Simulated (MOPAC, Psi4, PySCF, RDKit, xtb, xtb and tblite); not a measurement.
Internal rotation in SMILES COC(=O)OC. Scanned: dihedral C1–O2–C3–O4; all other coordinates were relaxed at GFN2-xTB. Points at φ and −φ are mirror images.

Geometry of the scan point at -150° (Å):
```
12

C      2.3576    -0.0529    -0.0504
O      1.0881    -0.6172     0.2532
C     -0.0132     0.0284    -0.1269
O     -1.0436    -0.0366     0.4727
O      0.1885     0.7953    -1.2128
C     -0.9462     1.5110    -1.6802
H      3.0799    -0.6645     0.4855
H      2.5600    -0.0894    -1.1231
H      2.4124     0.9810     0.2937
H     -1.6859     0.8218    -2.0911
H     -1.4026     2.0726    -0.8633
H     -0.5800     2.1820    -2.4530
```

GFN2-xTB (xtb and tblite); MMFF94 // GFN2-xTB (RDKit); PBE/def2-TZVP // GFN2-xTB (Psi4); PBE-D3(BJ)/def2-TZVP // GFN2-xTB (Psi4); wB97X-D/def2-TZVP // GFN2-xTB (Psi4); MP2/cc-pVTZ = DF-MP2 (frozen core)/cc-pVTZ // GFN2-xTB in Psi4; HF/cc-pVTZ // GFN2-xTB (Psi4); UFF // GFN2-xTB (RDKit); PM6, restricted, heats of formation // GFN2-xTB (MOPAC); PM7, restricted, heats of formation // GFN2-xTB (MOPAC); GFN1-xTB // GFN2-xTB (xtb); RKS-B3LYP/6-31G* = restricted B3LYP/6-31G*, spherical d, density fitting // GFN2-xTB (PySCF); RMP2/6-31G* = restricted MP2 (frozen core)/6-31G*, spherical d // GFN2-xTB in PySCF; RHF/6-31G* = restricted Hartree-Fock/6-31G*, spherical d, density fitting // GFN2-xTB (PySCF 2.14.0); RHF/3-21G = restricted Hartree-Fock/3-21G // GFN2-xTB in PySCF.

Least-squares fit of E(φ) = a0 + Σ (a_n cos nφ + b_n sin nφ), n = 1 to 4, to the 24 scan points, in kcal/mol above the lowest point of each profile (levels whose profile four harmonics don't fit are not listed):

| method | a0 | a1 | b1 | a2 | b2 | a3 | b3 | a4 | b4 | rms of fit |
|---|---|---|---|---|---|---|---|---|---|---|
| GFN2-xTB | 5.10 | -0.85 | 0.00 | -4.52 | 0.00 | 0.14 | 0.00 | 0.11 | 0.00 | 0.04 |
| MMFF94 | 7.69 | -2.01 | 0.00 | -4.89 | 0.00 | -0.52 | 0.00 | 0.00 | 0.00 | 0.09 |
| PBE/def2-TZVP | 5.51 | -1.36 | 0.00 | -4.10 | 0.00 | 0.00 | 0.00 | 0.09 | 0.00 | 0.05 |
| PBE-D3(BJ)/def2-TZVP | 5.48 | -1.29 | 0.00 | -4.11 | 0.00 | -0.02 | 0.00 | 0.08 | 0.00 | 0.05 |
| wB97X-D/def2-TZVP | 5.72 | -1.39 | 0.00 | -4.07 | 0.00 | -0.07 | 0.00 | 0.01 | 0.00 | 0.06 |
| MP2/cc-pVTZ | 6.03 | -1.37 | 0.00 | -4.31 | 0.00 | -0.10 | 0.00 | -0.02 | 0.00 | 0.07 |
| HF/cc-pVTZ | 6.00 | -1.58 | 0.00 | -3.86 | 0.00 | -0.20 | 0.00 | -0.08 | 0.00 | 0.08 |
| UFF | 5.05 | 2.88 | 0.00 | -2.64 | 0.00 | -0.33 | 0.00 | 0.17 | 0.00 | 0.36 |
| PM6 | 3.36 | 0.60 | 0.00 | -2.65 | 0.00 | 0.15 | 0.00 | 0.06 | 0.00 | 0.02 |
| PM7 | 2.94 | 0.43 | 0.00 | -2.37 | 0.00 | 0.10 | 0.00 | -0.05 | 0.00 | 0.05 |
| GFN1-xTB | 5.08 | -0.75 | 0.00 | -4.42 | 0.00 | 0.02 | 0.00 | 0.12 | 0.00 | 0.06 |
| RKS-B3LYP/6-31G* | 5.71 | -1.41 | 0.00 | -4.15 | 0.00 | -0.07 | 0.00 | 0.07 | 0.00 | 0.05 |
| RMP2/6-31G* | 6.11 | -1.48 | 0.00 | -4.34 | 0.00 | -0.10 | 0.00 | 0.03 | 0.00 | 0.07 |
| RHF/6-31G* | 6.20 | -1.54 | 0.00 | -4.07 | 0.00 | -0.22 | 0.00 | -0.07 | 0.00 | 0.09 |
| RHF/3-21G | 4.73 | -0.45 | 0.00 | -3.86 | 0.00 | -0.40 | 0.00 | 0.13 | 0.00 | 0.08 |
